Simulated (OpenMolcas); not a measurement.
**Ti2+ in CaO: curves along the breathing mode**

Ti2+ with its 6 nearest oxide ions, on the Ca site of CaO (a = 4.8105 Å, distance in the model lattice 2.405 Å). The rest of the host is ab initio model potentials to 7.6 Å, with orthogonalisation functions on the cations behind the ligands, and point charges beyond; the distance is set by hand and nothing relaxes. Ligand basis ANO-RCC-VDZP.

| Quantity | Value |
| --- | --- |
| Program | OpenMolcas |
| Method | CASSCF |
| Basis | ANO-RCC-VDZP [5s4p2d1f] |
| Scalar Hamiltonian | DKH2, point nucleus |
| Active space | 2 electrons in 5 orbitals (3d) |
| State averaging | 2S+1 = 3 even, 10 roots; 2S+1 = 1 even, 15 roots |
| Spin-orbit coupling | RASSI with atomic mean-field integrals over the reference wave functions |

Spin-free energies (labels of O, the rotations of Oh) in cm-1 above the lowest fitted minimum, as all ligands move together:

```csv
R (Å),3T1,1T2,1E,3T2,1A1,3T1(2),1T2(2)
2.146,8760,19830,19940,24250,32290,35100,37300
2.197,3550,14660,14790,17870,26950,28790,30980
2.247,750,11890,12050,14050,24020,25030,27210
2.298,50,11240,11420,12420,23190,23460,25630
2.348,1370,12590,12800,12940,24380,24020,26180
2.399,4690,15940,16170,15520,27560,26650,28800
2.449,9860,21140,21390,20060,32600,31230,33370
```

Cubic fits give the following; the wavenumber is harmonic, with the mass of all moving ligands, small differences in it between states hang on the degree of the fit, a number in brackets counts states of one label, and the table is a selection of at most 14 states with clean curves.

| State | R0 (Å) | Breathing mode (cm-1) | Minimum (cm-1) |
| --- | --- | --- | --- |
| 3T1 | 2.289 | 535 | 0 |
| 1T2 | 2.289 | 535 | 11180 |
| 1E | 2.288 | 535 | 11350 |
| 3T2 | 2.310 | 543 | 12340 |
| 1A1 | 2.293 | 534 | 23150 |
| 3T1(2) | 2.309 | 542 | 23390 |
| 1T2(2) | 2.309 | 542 | 25550 |
| 3A2 | 2.331 | 549 | 26140 |
| 1T1 | 2.310 | 541 | 28200 |
| 1E(2) | 2.332 | 548 | 39860 |
| 1A1(2) | 2.328 | 547 | 57080 |

The minimum of 3T2 is shifted by +0.0207 Å against 3T1 (from the unrounded fits). With M = 96.0 u for the moving shell, the Huang-Rhys factor in this mode is S = M ω ΔR² / 2ħ = 0.01483 × 96.0 × 535 × 0.0207² = 0.33. Only the first shell moves, against a rigid host.

An orbital triplet at a regular site is open to Jahn-Teller coupling, which can distort the site and quench the lowest spin-orbit gaps and is left out. Without dynamic correlation the repulsion within the d shell is too large (B by tens of per cent), so at a given field states of lower spin stand too high. Ligand-to-metal charge-transfer states are missing. With no ligand orbital active B as a rule stays too high, so bands that hang on it stand too high and its fall with covalency is understated. With metal d orbitals alone and no dynamic correlation 10Dq can be off by a tenth to a fifth, either way, in oxide and fluoride hosts. No measured value stands beside these numbers.
